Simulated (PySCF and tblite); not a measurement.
The numbers below are computed, except where a source is named.
System: C4H2BrN3, numbered as in [N:1]#[C:2][c:3]1[nH:4][n:5][cH:6][c:7]1[Br:8].

Motion: shift of H on N4 from N4 to N5. GFN2-xTB gives an electronic barrier of 47.4 kcal/mol and a reaction energy of 0.8 kcal/mol.

Tunnelling of the moving H, left out here, will speed the real process. In real samples such hydrogens mostly exchange between molecules or through solvent, far faster than by this path. Spin–orbit effects of heavy atoms on shieldings are missing.

Question: What does PBE0/pcSseg-1 + D3(BJ) give on PBE0-D3(BJ)/def2-SVP geometries?

Answer: A barrier of 52.3 kcal/mol, 4.9 above the tight-binding barrier (from unrounded values), a reaction energy of -0.2 kcal/mol and, with GFN2-xTB thermal terms, ΔG‡(298 K) = 48.1 kcal/mol and k = 6.3×10⁻²³ s⁻¹ (2 equivalent paths).

Question: And the level of the geometries itself, PBE0-D3(BJ)/def2-SVP?

Answer: 53.4 kcal/mol.

Programs: tblite and PySCF.
